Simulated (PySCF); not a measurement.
## Spinor energies of Bi³⁺ (bismuth, charge +3)

Start: [Xe] 4f14 5d9 6s2 7s1; 5d3/2 filled at m_j = -3/2, -1/2, +1/2, +3/2; 5d5/2 filled at m_j = -3/2, -1/2, +1/2, +3/2, +5/2; 7s1/2 filled at m_j = +1/2. Calculated with PySCF 2.14 in x2c-SVPall-2c with one added diffuse shell each of s, p type (8s12p7d2f, 93 functions): generalised Hartree-Fock with the X2C-1e Hamiltonian and a Gaussian nucleus; one run each with spin-orbit coupling (SO) switched off, then screened by Boettger's factors. This is a chosen level, not necessarily the ground level.

```csv
spinor shell,electrons,"ε, spin-free (eV)","ε, screened SO (eV)",weight of nominal j (screened SO),"rms radius, screened SO (bohr)"
1s1/2,2,-91086.6,-91044.6,1.000,0.0178
2s1/2,2,-16560.7,-16547.3,1.000,0.0718
2p1/2,2,-14195.3,-15877.1,1.000,0.0606
2p3/2,4,-14195.3,-13551.6,1.000,0.0691
3s1/2,2,-4103.0,-4098.4,1.000,0.183
3p1/2,2,-3417.1,-3796.3,1.000,0.175
3p3/2,4,-3417.1,-3268.3,1.000,0.192
3d3/2,4,-2713.5,-2777.6,1.000,0.168
3d5/2,6,-2713.5,-2666.7,1.000,0.172
4s1/2,2,-1013.4,-1011.9,1.000,0.401
4p1/2,2,-784.78,-879.14,1.000,0.404
4p3/2,4,-784.78,-747.35,1.000,0.438
4d3/2,4,-516.72,-530.72,1.000,0.450
4d5/2,6,-516.72,-505.96,1.000,0.455
4f5/2,6,-220.45,-222.81,0.999,0.479
5s1/2,2,-221.33,-221.04,1.000,0.887
4f7/2,8,-220.45,-217.34,0.999,0.480
5p1/2,2,-153.68,-172.80,0.999,0.945
5d3/2,4,-73.619,-75.464,0.975,1.27
5d5/2,5,-73.619,-72.123,0.980,1.28
6s1/2,2,-49.036,-49.032,1.000,2.08
7s1/2,1,-20.093,-20.089,0.999,4.45
```

Problem. Where does 5p3/2 lie, and what is the 5p spin-orbit splitting (screened SO)?

Solution. At -146.09 eV, 26.712 eV above 5p1/2.

| quantity | spin-free | screened SO |
| --- | --- | --- |
| E (hartree) | -21509.38443 | -21550.37559 |
| M_J | 3 | 3 |
| ⟨J²⟩ | 12.006 | 12.006 |
| ⟨L²⟩ | 6.006 | 6.200 |
| ⟨S²⟩ | 2.000 | 2.195 |

Each row is a mean over spinors that exchange with the open shell spreads, by up to 5.983 eV (5p3/2).

Breit and QED terms are absent; they matter most for the inner s and p1/2 levels.

Densities and radii are taken from the X2C orbitals without a picture-change correction, which distorts them close to the nucleus.

Without spin-orbit coupling the j labels of p, d and f shells carry no meaning; the spin-free column gives the mean over the occupied spinors of each nl shell.
